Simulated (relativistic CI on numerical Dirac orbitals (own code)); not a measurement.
# Mn+: resonant inelastic scattering at the M2,3 edge

Computed with this model: Dirac-Coulomb-Breit CI, orbitals from a KLI potential per configuration, model QED, Kramers-Heisenberg scattering through one core-hole configuration in a parametric crystal field, unscaled Slater integrals; configurations [Ar] 3d6 → [Ne] 3s2 3p5 3d7; 300 K; core-hole width 0.8 eV; summed over polarisations. Incident energies are the highest absorption maxima for each field (at most a few, so the weaker spin-orbit partner edge can be absent), on the computed scale of the free ion. Intensities are in per cent of the strongest line above 0.02 eV; levels within 1 cm⁻¹ are merged; final levels count from the ground level, the first row holds all elastic scattering, lines under 0.4 are left out and each table stops after 24 rows. The scale of the Slater integrals is a model choice and moves the terms in proportion. The configuration is assumed, with all valence electrons in the open shell; the free ion's ground configuration is another.

Field parameters in Wybourne normalisation: D3d B²₀ = −7Dσ, B⁴₀ = −14Dq − 21Dτ, B⁴₃ = −14√(10/7) Dq. The field is a parameter set, without covalency.

S is read from ⟨S²⟩ = S(S + 1).

D3d, 10Dq = 5850, Dσ = -1200, Dτ = 50 cm⁻¹:

| Final level (eV) | Degeneracy | Irrep | S | 50.1 eV | 53.6 eV | 54.4 eV |
| --- | --- | --- | --- | --- | --- | --- |
| 0.000 | 2 | E | 2.00 | 120.4 | 497.8 | 586.9 |
| 0.012 | 1 | A1 | 2.00 | 5.0 | 30.3 | 16.2 |
| 0.013 | 1 | A2 | 2.00 | 5.2 | 30.5 | 16.2 |
| 0.025 | 2 | E | 2.00 | 1.3 | 3.0 | 3.3 |
| 0.037 | 2 | E | 2.00 | 2.2 | 8.9 | 33.8 |
| 0.049 | 2 | A1+A2 | 2.00 | 2.9 | 13.2 | 56.3 |
| 0.482 | 1 | A1 | 2.00 | 1.4 | 9.8 | 33.6 |
| 0.483 | 2 | E | 2.00 | 2.9 | 21.3 | 74.8 |
| 0.484 | 2 | E | 2.00 | 3.9 | 24.9 | 100.0 |
| 1.009 | 2 | A1+A2 | 2.00 | 12.7 | 62.4 | 78.7 |
| 1.014 | 2 | E | 2.00 | 8.4 | 42.0 | 58.7 |
| 1.018 | 2 | E | 2.00 | 6.6 | 31.5 | 45.0 |
| 1.023 | 1 | A2 | 2.00 | 3.6 | 14.3 | 18.7 |
| 1.023 | 1 | A1 | 2.00 | 2.6 | 15.4 | 18.4 |
| 1.027 | 2 | E | 2.00 | 7.5 | 35.6 | 36.3 |
| 1.832 | 2 | E | 1.00 | 0.2 | 0.6 | 0.7 |
| 1.845 | 2 | E | 1.00 | 0.2 | 0.5 | 0.4 |
| 2.170 | 2 | E | 1.00 | 0.5 | 0.1 | 0.1 |
| 2.393 | 2 | E | 1.00 | 0.5 | 0.2 | 0.1 |
| 2.757 | 1 | A1 | 1.00 | 0.1 | 0.3 | 0.5 |
| 2.757 | 2 | E | 1.00 | 0.1 | 0.6 | 0.9 |
| 2.903 | 2 |  | 1.00 | 0.1 | 0.2 | 0.5 |
| 3.064 | 2 |  | 1.00 | 0.2 | 0.5 | 0.4 |
| 3.262 | 2 |  | 1.00 | 0.9 | 0.4 | 0.1 |

D3d, 10Dq = 5850, Dσ = -860, Dτ = 50 cm⁻¹:

| Final level (eV) | Degeneracy | Irrep | S | 50 eV | 54.3 eV |
| --- | --- | --- | --- | --- | --- |
| 0.000 | 2 | E | 2.00 | 103.2 | 504.9 |
| 0.011 | 1 | A1 | 2.00 | 3.4 | 17.1 |
| 0.012 | 1 | A2 | 2.00 | 3.6 | 17.3 |
| 0.023 | 2 | E | 2.00 | 1.0 | 2.9 |
| 0.035 | 2 | E | 2.00 | 1.9 | 37.3 |
| 0.046 | 2 | A1+A2 | 2.00 | 2.6 | 60.9 |
| 0.332 | 1 | A1 | 2.00 | 1.3 | 34.8 |
| 0.333 | 2 | E | 2.00 | 2.7 | 76.7 |
| 0.334 | 2 | E | 2.00 | 3.4 | 100.0 |
| 0.922 | 2 | A1+A2 | 2.00 | 9.8 | 55.1 |
| 0.926 | 2 | E | 2.00 | 6.8 | 43.9 |
| 0.929 | 2 | E | 2.00 | 5.7 | 35.9 |
| 0.933 | 1 | A2 | 2.00 | 3.4 | 15.8 |
| 0.934 | 1 | A1 | 2.00 | 2.5 | 15.6 |
| 0.937 | 2 | E | 2.00 | 7.2 | 32.1 |
| 1.807 | 2 | E | 1.00 | 0.2 | 0.6 |
| 1.820 | 2 | E | 1.00 | 0.2 | 0.4 |
| 2.130 | 2 | E | 1.00 | 0.4 | 0.0 |
| 2.747 | 1 | A1 | 1.00 | 0.0 | 0.4 |
| 2.749 | 2 | E | 1.00 | 0.1 | 0.8 |
| 2.944 | 3 |  | 0.76 | 0.1 | 0.5 |
| 3.231 | 2 |  | 1.00 | 0.9 | 0.2 |
| 3.242 | 2 |  | 0.99 | 0.4 | 0.2 |

For the first field the strongest loss at the lowest incident energy is the level at 1.01 eV (S = 2.00, against 2.00 in the thermal ground state).
